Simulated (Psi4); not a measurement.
C$_{3}$H$_{10}$Si, charge -1, doublet, at the geometry of the source list (a state made from the parent by changing its charge; the spin is typed, not shown lowest) (a gas-phase anion, which may not be bound at this level); CCSD(T)/STO-3G in Psi4 1.11.

The Psi4 input:
```
memory 2 GB

molecule mol {
-1 2
Si    0.060900    0.224900    0.465600
C    -0.932000    1.384200   -0.671600
C     1.769600   -0.110800   -0.303000
C    -0.876900   -1.418200    0.674900
H     0.233600    0.862200    1.784900
H    -1.080300    0.948100   -1.655800
H    -1.913200    1.597100   -0.258100
H    -0.422700    2.333400   -0.808800
H     2.362300   -0.768900    0.325300
H     1.683600   -0.581300   -1.278700
H     2.331300    0.809400   -0.433100
H    -1.023800   -1.918800   -0.278300
H    -1.857000   -1.259700    1.114600
H    -0.335500   -2.101700    1.322200
}

set {
  basis sto-3g
  reference uhf
}

energy('ccsd(t)')
print_variables()
```

Output, abridged:

```
   => Loading Basis Set <=

    Name: STO-3G
    Role: ORBITAL
    Keyword: BASIS

         ---------------------------------------------------------
                                   SCF
               by Justin Turney, Rob Parrish, Andy Simmonett
                          and Daniel G. A. Smith
                              UHF Reference
         ---------------------------------------------------------

  ==> Geometry <==

    Molecular point group: c1
    Full point group: C1

    Geometry (in Angstrom), charge = -1, multiplicity = 2:

       Center              X                  Y                   Z               Mass
    ------------   -----------------  -----------------  -----------------  -----------------
         SI           0.044556442748     0.164491215632     0.340523536783    27.976926534650
         C           -0.948343557252     1.323791215632    -0.796676463217    12.000000000000
         C            1.753256442748    -0.171208784368    -0.428076463217    12.000000000000
         C           -0.893243557252    -1.478608784368     0.549823536783    12.000000000000
         H            0.217256442748     0.801791215632     1.659823536783     1.007825032230
         H           -1.096643557252     0.887691215632    -1.780876463217     1.007825032230
         H           -1.929543557252     1.536691215632    -0.383176463217     1.007825032230
         H           -0.439043557252     2.272991215632    -0.933876463217     1.007825032230
         H            2.345956442748    -0.829308784368     0.200223536783     1.007825032230
         H            1.667256442748    -0.641708784368    -1.403776463217     1.007825032230
         H            2.314956442748     0.748991215632    -0.558176463217     1.007825032230
         H           -1.040143557252    -1.979208784368    -0.403376463217     1.007825032230
         H           -1.873343557252    -1.320108784368     0.989523536783     1.007825032230
         H           -0.351843557252    -2.162108784368     1.197123536783     1.007825032230

  Running in c1 symmetry.

  Rotational constants: A =      0.17343  B =      0.17343  C =      0.10288 [cm^-1]
  Rotational constants: A =   5199.38061  B =   5199.34239  C =   3084.21600 [MHz]
  Nuclear repulsion =  173.758597078400868

  Charge       = -1
  Multiplicity = 2
  Electrons    = 43
  Nalpha       = 22
  Nbeta        = 21

  ==> Algorithm <==

  SCF Algorithm Type is PK.
  DIIS enabled.
  MOM disabled.
  Fractional occupation disabled.
[...]
  @UHF Final Energy:  -403.23426209394529
    Total Energy =                       -403.2342620939452900
[...]
     18  11   2   0         0.0377668787
     21  19   1   2         0.0341299790
     21  19   0   1         0.0340996476
     21  20   0   2        -0.0340749767

    SCF energy       (wfn)                    = -403.234262093945290
    Reference energy (file100)                = -403.234262093946313

    Opposite-spin MP2 correlation energy      =   -0.175239206686616
    Same-spin MP2 correlation energy          =   -0.019288012612471
    Singles MP2 correlation energy            =   -0.000000000000000
    MP2 correlation energy                    =   -0.194527219299087
      * MP2 total energy                      = -403.428789313245375

    Opposite-spin CCSD correlation energy     =   -0.245515574647057
    Same-spin CCSD correlation energy         =   -0.015954175972933
    Singles CCSD correlation energy           =   -0.000000000000000
    CCSD correlation energy                   =   -0.261469750619990
      * CCSD total energy                     = -403.495731844566308

            **************************
            *                        *
            *        CCTRIPLES       *
            *                        *
            **************************

    Wave function   =    CCSD_T
    Reference wfn   =      UHF

    Nuclear Rep. energy (wfn)                =  173.758597078400868
    SCF energy          (wfn)                = -403.234262093945290
    Reference energy    (file100)            = -403.234262093946313
    CCSD energy         (file100)            =   -0.261469750619990
    Total CCSD energy   (file100)            = -403.495731844566308

    Number of ijk index combinations:
    Spin Case AAA:                                1540
    Spin Case BBB:                                1330
    Spin Case AAB:                                4851
    Spin Case ABB:                                4620
    AAA (T) energy                             =   -0.000017327105528
    BBB (T) energy                             =   -0.000013123951700
    AAB (T) energy                             =   -0.001325125488150
    ABB (T) energy                             =   -0.001296668244654
    (T) energy                                   =   -0.002652244790031
      * CCSD(T) total energy                     = -403.498384089356307

  Variable Map:
  ----------------------------------------------------------------------------
[...]
  Array Variable Map:
  ----------------------------------------------------------------------------
[...]
[...]
```
